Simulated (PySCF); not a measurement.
**Basis-set dependence of AsI at PBE**

PySCF, UKS reference; triplet, unpaired electrons π ↑↑; De to As + I without counterpoise correction.

| basis | relativity | functions | Re (Å) | ωe (cm⁻¹) | De (eV) | μ (D) |
| --- | --- | --- | --- | --- | --- | --- |
| cc-pVDZ-PP | scalar-relativistic core potentials | 46 | 2.529 | 249 | 2.59 | -0.56 |
| def2-SVP | scalar-relativistic core potentials | 58 | 2.519 | 251 | 2.63 | -0.42 |
| x2c-TZVPPall | spin-free X2C | 108 | 2.507 | 253 | 2.67 | -0.39 |

Problem. How does each smaller set differ from the one with most functions, x2c-TZVPPall?

Solution. cc-pVDZ-PP: +2.2 pm, -1.6 % in ωe, -0.08 eV in De; def2-SVP: +1.2 pm, -0.8 % in ωe, -0.04 eV in De. All at PBE; the set with most functions is neither the basis-set limit nor always the best. The rows treat relativity differently, so the differences are not basis effects alone.

A positive dipole means As(−)I(+). These are scalar-relativistic numbers at best; spin–orbit coupling would shift them, the dissociation energy most. The state was picked by a PBE0 search and need not be the measured ground state.
